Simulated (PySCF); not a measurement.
A calculated (TPSSh, PySCF 2.14, aug-cc-pVTZ with one added diffuse shell each of s, p, d, f, g type, no relativity, point nucleus) atom or ion has these occupied shells.

```csv
shell,electrons,orbital energy (eV),"rms radius, mean of both spins (bohr)"
1s α,1,-5861.6,0.0743
1s β,1,-5861.5,0.0743
2s α,1,-665.54,0.321
2s β,1,-663.88,0.321
2p α,3,-563.93,0.289
2p β,3,-562.54,0.289
3s α,1,-76.313,0.979
3s β,1,-71.341,0.979
3p α,3,-47.948,1.06
3p β,3,-42.733,1.06
4s α,1,-4.514,3.64
3d α,5,-4.388,1.71
```

**Question.** Name the element and its charge.

**Answer.** Cr (chromium, neutral), in [Ar] 3d5 4s1, high-spin 7S determinant.
